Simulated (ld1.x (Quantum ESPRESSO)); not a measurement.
**P (Z = 15): one change to a TM potential, before and after**

```json
{
 "Element": "P (Z = 15)",
 "Generator": "ld1.x (Quantum ESPRESSO) 7.5",
 "Type": "norm-conserving Troullier–Martins (Kleinman–Bylander form)",
 "Functional": "Wu–Cohen",
 "Relativity": "scalar-relativistic",
 "Frozen core": "[Ne]",
 "Valence charge": "5",
 "Reference configuration": "3s1.75 3p3.25",
 "Partial waves": "3s (bound): rc 1.40 bohr; 3p (bound): rc 1.25 bohr",
 "Local potential": "all-electron potential smoothed inside 1.20 bohr (lloc = -1)",
 "Core correction": "a·sin(br)/r model core, default radius (core density twice the valence density)"
}
```

Change: wave 3s (bound): rc 1.40 bohr becomes 3s (bound): rc 0.92 bohr.

Cutoffs: the cutoffs (Ry, on a coarse ladder) from which the occupation-weighted sum of valence levels, in a spherical-Bessel basis at the reference potential, stays within 10 and 1 mRy of its value at 400 Ry; they do not see the model core or the augmentation charge, which bear on the density cutoff. Errors are all-electron minus pseudo energies relative to the spin-unpolarised reference configuration.

Problem. What does the change do?

Solution. A bound ghost appears in s, which as a rule spoils a file; of the 7 tests that both files solve, the error grows in 6 and shrinks in 0 by more than 15 % and 0.3 meV (median size 6.5 → 14.2 meV). That the errors move this way runs against the usual rule that smaller radii transfer better.

| quantity | base | changed |
| --- | --- | --- |
| cutoff, loose | 70 Ry | 260 Ry |
| cutoff, tight | 110 Ry | over 300 Ry |
| loose cutoff by channel (10 mRy a level) | s 18 Ry, p 55 Ry | s 230 Ry, p 55 Ry |
| bound ghosts | none | s |
| error for 3s2 3p3, meV [ΔE -2.12 eV] | +0.3 | +0.6 |
| error for 3s2 3p2, meV [ΔE 7.59 eV] | +3.8 | +6.5 |
| error for 3s2 3p1, meV [ΔE 26.73 eV] | +26 | +43 |
| error for 3s1 3p4, meV [ΔE 6.40 eV] | +1.0 | +7.7 |
| error for 3s1 3p0, meV [ΔE 108.48 eV] | +157 | +253 |
| error for 3s0 3p5, meV [ΔE 15.06 eV] | +6.5 | +55 |
| error for 3s1 3p3, meV [ΔE 16.70 eV] | +9.1 | +14 |

 A true bound ghost makes a file unfit for plane-wave use even where its test errors are small: the radial tests pick states by their node count and pass the ghost by.
